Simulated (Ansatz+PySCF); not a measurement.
The numbers below are computed, except where a source is named.
A run of Ansatz (development build ahead of 0.2.0) on singlet H₁₂ at this shape:

```xyz
12

H     1.9000    0.0000    0.3700
H     0.9500    1.6455    0.3700
H    -0.9500    1.6455    0.3700
H    -1.9000    0.0000    0.3700
H    -0.9500   -1.6455    0.3700
H     0.9500   -1.6455    0.3700
H     1.9000    0.0000   -0.3700
H     0.9500    1.6455   -0.3700
H    -0.9500    1.6455   -0.3700
H    -1.9000    0.0000   -0.3700
H    -0.9500   -1.6455   -0.3700
H     0.9500   -1.6455   -0.3700
```

Its results:

```yaml
Converged: yes
Total_energy: -6.64957 hartree
```

Forces (eV/Å):
| atom | Fx | Fy | Fz |
| --- | --- | --- | --- |
| H1 | 0.807 | 0.000 | -1.124 |
| H2 | 0.403 | 0.699 | -1.124 |
| H3 | -0.403 | 0.699 | -1.124 |
| H4 | -0.807 | 0.000 | -1.124 |
| H5 | -0.403 | -0.699 | -1.124 |
| H6 | 0.403 | -0.699 | -1.124 |
| H7 | 0.807 | 0.000 | 1.124 |
| H8 | 0.403 | 0.699 | 1.124 |
| H9 | -0.403 | 0.699 | 1.124 |
| H10 | -0.807 | 0.000 | 1.124 |
| H11 | -0.403 | -0.699 | 1.124 |
| H12 | 0.403 | -0.699 | 1.124 |

Task: Which input gives this output? Name the method, the orbitals and the basis set, and write the input.

Result: RHF in 6-31G. An unrestricted run that stays on the closed shell gives the same numbers.

```yaml
crystal:
  periodic: [false, false, false]
  atoms:
    - { symbol: H, position_ang: [1.9, 0.0, 0.37] }
    - { symbol: H, position_ang: [0.95, 1.64545, 0.37] }
    - { symbol: H, position_ang: [-0.95, 1.64545, 0.37] }
    - { symbol: H, position_ang: [-1.9, 0.0, 0.37] }
    - { symbol: H, position_ang: [-0.95, -1.64545, 0.37] }
    - { symbol: H, position_ang: [0.95, -1.64545, 0.37] }
    - { symbol: H, position_ang: [1.9, 0.0, -0.37] }
    - { symbol: H, position_ang: [0.95, 1.64545, -0.37] }
    - { symbol: H, position_ang: [-0.95, 1.64545, -0.37] }
    - { symbol: H, position_ang: [-1.9, 0.0, -0.37] }
    - { symbol: H, position_ang: [-0.95, -1.64545, -0.37] }
    - { symbol: H, position_ang: [0.95, -1.64545, -0.37] }
basis:
  gaussian: { orbitals: "6-31G" }
hamiltonian:
  xc: hf
output:
  forces: true
```
